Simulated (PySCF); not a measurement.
C₄H₅Si (SMILES [C]1=C[SiH2]C=C1), doublet, geometry from GFN2-xTB. Base run: PySCF with DF-PBE0/pcseg-1.

The PySCF input:
```python
from pyscf import gto, scf, dft

mol = gto.Mole()
mol.atom = '''
    C    -0.99710762    1.09020519   -0.35746860
    C     0.28008814    1.34121899   -0.24314913
    Si    1.12312240   -0.34185969    0.21785217
    C    -0.58043733   -1.15517864    0.16515843
    C    -1.51151541   -0.23827236   -0.14755384
    H     0.77323490    2.28480944   -0.37557366
    H     1.72528454   -0.29866333    1.54862895
    H     2.03566045   -0.79467200   -0.82984402
    H    -0.83608835   -2.18811366    0.34720666
    H    -2.56797174   -0.44516387   -0.24226949
'''
mol.basis = 'pcseg-1'
mol.spin = 1
mol.verbose = 4
mol.build()

mf = dft.UKS(mol)
mf.xc = 'pbe0'
mf = mf.density_fit(auxbasis='def2-universal-jkfit')
mf.kernel()
mf.analyze()
```

The base run was repeated with changes; each row names its change, and settings that it needs were set with it.

```
change               basis functions      E (Eh)  HOMO (eV)  dipole (D)  core-seconds (rough)
-------------------  ---------------  ----------  ---------  ----------  --------------------
base                              99  -444.43980      -6.71        1.17                    30
basis = 6-31G                     59  -444.39519      -6.46        1.04                    20
basis = pcseg-0                   59  -443.73125      -6.78        1.33                    20
basis = 3-21G                     59  -442.09430      -6.51        1.11                    20
basis = def2-SV(P)                84  -444.27075      -6.64        1.04                    30
basis = 6-31G**                   99  -444.46993      -6.41        0.94                    30
basis = cc-pV(D+d)Z              104  -444.49917      -6.54        0.95                    30
basis = 6-311G**                 128  -444.52608      -6.61        1.04                    30
basis = aug-pcseg-1              164  -444.44752      -6.70        1.04                    50
basis = pc-2                     224  -444.55905      -6.66        1.06                    70
basis = cc-pVTZ                  224  -444.54863      -6.61        0.98                    70
basis = pcseg-2                  224  -444.55397      -6.66        1.06                    70
basis = cc-pV(T+d)Z              229  -444.55196      -6.61        0.98                    70
```

Totals compare only among sets that treat the same electrons; sets with core potentials leave the core out.

Open shells are given as the SCF converged; they aren't shown to be the lowest states, and a large step between rows can be another state.
